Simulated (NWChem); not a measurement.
Program: NWChem. System: I2, charge 0, spin multiplicity 3, at the geometry of a parent with another charge or spin, in a state set for the comparison that need not be this species' ground state. Its SCF solution wasn't tested for a lower state. Level: ROCR-CCSD(T)/def2-SVP with def2 effective core potentials on I, 8 core orbitals frozen.

Job file:

```
start mol
memory heap 100 mb stack 700 mb global 1900 mb
geometry units angstroms nocenter noautoz
  I      0.000000     0.000000     1.341220
  I      0.000000     0.000000    -1.341220
  symmetry group D2h
end
basis spherical
  * library def2-svp
end
ecp
  I library def2-ecp
end
scf
  rohf
  nopen 2
  maxiter 100
  thresh 1e-7
  semidirect memsize 60000000 filesize 0
  # guess.movecs holds the orbitals of an unrestricted PBE0 run
  vectors input guess.movecs swap 24 25 output mol.movecs
end
tce
  freeze core 8
  cr-ccsd(t)
  2eorb
  2emet 13
  thresh 1e-6
  maxiter 100
  tilesize 24
end
task tce energy
```

Output (cleaned and shortened):

```
             Northwest Computational Chemistry Package (NWChem) 7.3.0
             --------------------------------------------------------

                                NWChem Input Module
                                -------------------

 Scaling coordinates for geometry "geometry" by  1.889725989
 (inverse scale =  0.529177249)

 Turning off AUTOSYM since
 SYMMETRY directive was detected!

                             Geometry "geometry" -> ""
                             -------------------------

 Output coordinates in angstroms (scale by  1.889725989 to convert to a.u.)

  No.       Tag          Charge          X              Y              Z
 ---- ---------------- ---------- -------------- -------------- --------------
    1 I                   53.0000     0.00000000     0.00000000     1.34122000
    2 I                   53.0000     0.00000000     0.00000000    -1.34122000

 Effective nuclear repulsion energy (a.u.)     554.1443210063

            Nuclear Dipole moment (a.u.)
            ----------------------------
        X                 Y               Z
 ---------------- ---------------- ----------------
     0.0000000000     0.0000000000     0.0000000000

      Symmetry information
      --------------------

 Group name             D2h
 Group number             26
 Group order               8
 No. of unique centers     1

      Symmetry unique atoms

     1


 Summary of "ao basis" -> "" (spherical)
 ------------------------------------------------------------------------------
       Tag                 Description            Shells   Functions and Types
 ---------------- ------------------------------  ------  ---------------------
 *                          def2-svp                  on all atoms

 Summary of "ao basis" -> "ao basis" (spherical)
 ------------------------------------------------------------------------------
       Tag                 Description            Shells   Functions and Types
 ---------------- ------------------------------  ------  ---------------------
 I                          def2-svp                10       26   4s4p2d
[...]
         Wavefunction type : Restricted open-shell Hartree-Fock
          No. of electrons :    50
           Alpha electrons :    26
            Beta electrons :    24
           No. of orbitals :   104
            Alpha orbitals :    52
             Beta orbitals :    52
        Alpha frozen cores :     8
         Beta frozen cores :     8
     Alpha frozen virtuals :     0
      Beta frozen virtuals :     0
         Spin multiplicity : triplet
    Number of AO functions :    52
       Number of AO shells :    20
        Use of symmetry is : on
      Symmetry adaption is : on
         Schwarz screening : 0.10D-09

          Correlation Information
          -----------------------
          Calculation type : Coupled-cluster singles & doubles w/ perturbation
   Perturbative correction : Completely renormalized (T)
            Max iterations :      100
        Residual threshold : 0.10D-05
     T(0) DIIS level shift : 0.00D+00
     L(0) DIIS level shift : 0.00D+00
     T(1) DIIS level shift : 0.00D+00
     L(1) DIIS level shift : 0.00D+00
     T(R) DIIS level shift : 0.00D+00
     T(I) DIIS level shift : 0.00D+00
   CC-T/L Amplitude update :  5-th order DIIS
                I/O scheme : Global Array Library
        L-threshold :  0.10D-05
        EOM-threshold :  0.10D-05
 no EOMCCSD initial starts read in
 TCE RESTART OPTIONS
 SLICE:      F
 D4D5:       F
 quantumc:   F
 qrotation:  F
 pwtce:      F
 qducc:      F
 nacto:                         0
 nrotv:                         0
 nrot:                          0

            Memory Information
            ------------------
          Available GA space size is     249031392 doubles
          Available MA space size is     104850228 doubles

 Maximum block size supplied by input
 Maximum block size        24 doubles

 tile_dim =      6

 -------------------------------------------------

 Global array virtual files algorithm will be used

 Parallel file system coherency ......... OK

 4-electron integrals stored in orbital form

 v2    file size   =            81811
 4-index algorithm nr.  13 is used
 imaxsize =       30
 imaxsize ichop =        0


CCSD iterations
 ---------------------------------------------------------
 Iter          Residuum       Correlation     Cpu    Wall
 ---------------------------------------------------------
    1   0.0996298639147  -0.2519253513494    17.8    17.8
    2   0.0214147755912  -0.2463528264044    18.3    18.3
    3   0.0084925550609  -0.2519123502082    17.8    17.8
    4   0.0023706847048  -0.2513180273310    18.0    18.0
    5   0.0010915389831  -0.2518184392872    18.3    18.3
    6   0.0002520652129  -0.2517919673640    17.4    17.4
    7   0.0000802905480  -0.2517989691324    17.4    17.4
    8   0.0000321300520  -0.2517972053635    17.5    17.5
    9   0.0000127532004  -0.2517972437631    17.7    17.7
   10   0.0000055385055  -0.2517972814576    17.6    17.6
   11   0.0000011205993  -0.2517972761460    17.6    17.6
   12   0.0000003071630  -0.2517972718725    17.7    17.7
 -----------------------------------------------------------------
 Iterations converged
 CCSD correlation energy / hartree =        -0.251797271872539
 CCSD total energy / hartree       =      -593.495750809609149

 Singles contributions

 Doubles contributions
    26b1u (beta )    25b2g (beta ) ---    21ag  (beta )    23b3u (beta )       -0.1165755087
 CR-CCSD(T)

 CR-CCSD[T]  correction energy / hartree =        -0.005408610445630
 CR-CCSD[T] correlation energy / hartree =        -0.257205882318170
 CR-CCSD[T] total energy / hartree       =      -593.501159420054819
 CR-CCSD(T)  correction energy / hartree =        -0.005439584109885
 CR-CCSD(T) correlation energy / hartree =        -0.257236855982424
 CR-CCSD(T) total energy / hartree       =      -593.501190393719071

 Task  times  cpu:      292.9s     wall:      292.9s

 Total times  cpu:      293.0s     wall:      293.0s
```
